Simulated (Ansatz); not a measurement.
`[SiH3][O][Mg][Cl]` + HBr → `[Cl][Mg][Br]` + `O[SiH3]` at 600 K and 1 bar (ligand exchange at a Mg–O bond).

Gas-phase electronic energies from Ansatz, PBE0-D4/def2-TZVP geometries. CBS: MP2 limit from def2 TZ/QZ plus the TZ coupled-cluster correction, frozen cores. For Br, Mg outer-core shells are correlated without core-valence functions, which leaves a few kJ/mol of doubt a bond. Scalar relativity is left out up to krypton. One conformer a species, not always the lowest.

```json
{"species": "`[SiH3][O][Mg][Cl]`", "CCSD(T)/CBS energy (Eh)": "-1025.89888", "H − E (kJ/mol)": "132.1", "S (J/(mol·K))": "412.9"}
{"species": "HBr", "CCSD(T)/CBS energy (Eh)": "-2573.91920", "H − E (kJ/mol)": "33.5", "S (J/(mol·K))": "219.1"}
{"species": "`[Cl][Mg][Br]`", "CCSD(T)/CBS energy (Eh)": "-3233.14611", "H − E (kJ/mol)": "38.4", "S (J/(mol·K))": "330.8"}
{"species": "`O[SiH3]`", "CCSD(T)/CBS energy (Eh)": "-366.69042", "H − E (kJ/mol)": "135.7", "S (J/(mol·K))": "307.9"}
```

H − E and S are ideal-gas, rigid-rotor, harmonic terms from PBE0-D4/def2-TZVP, for one conformer and one mirror image of each species. 1 Eh = 2625.50 kJ/mol, R = 8.31446 J/(mol·K).

Q: By hand: ΔE, ΔH, ΔS and ΔG.

A: ΔE = (-3233.14611) + (-366.69042) − (-1025.89888) − (-2573.91920) = -0.01845 Eh = -48.4 kJ/mol. Δ(H − E) = 38.4 + 135.7 − 132.1 − 33.5 = 8.5, so ΔH = -39.9 kJ/mol. ΔS = 330.8 + 307.9 − 412.9 − 219.1 = 6.7 J/(mol·K). ΔG = -39.9 − 600 × (6.7)/1000 = -43.9 kJ/mol.

Q: By hand: the equilibrium constant, and the temperature at which ΔG would vanish if ΔH and ΔS stayed fixed.

A: log₁₀ K = −ΔG/(RT ln 10) = 3.8. ΔH and −TΔS have one sign here, so there is no such temperature.

The number of gas molecules stays the same, so ΔS is small and ΔH decides. A doubt of 5 kJ/mol in ΔE shifts log₁₀ K by 0.4 here. Other conformers and mirror images would add mixing entropy, several J/(mol·K) or more a flexible species. Modes under 60 cm⁻¹, often nearly free rotors, make the harmonic entropy too high. These are equilibria of isolated gas molecules and say nothing of rates. Largest T1 diagnostic: 0.011 (customary marks: 0.02 for closed shells, 0.045 for open ones).

ΔS is within the doubt of such terms, so its sign, and with it that verdict, could turn.
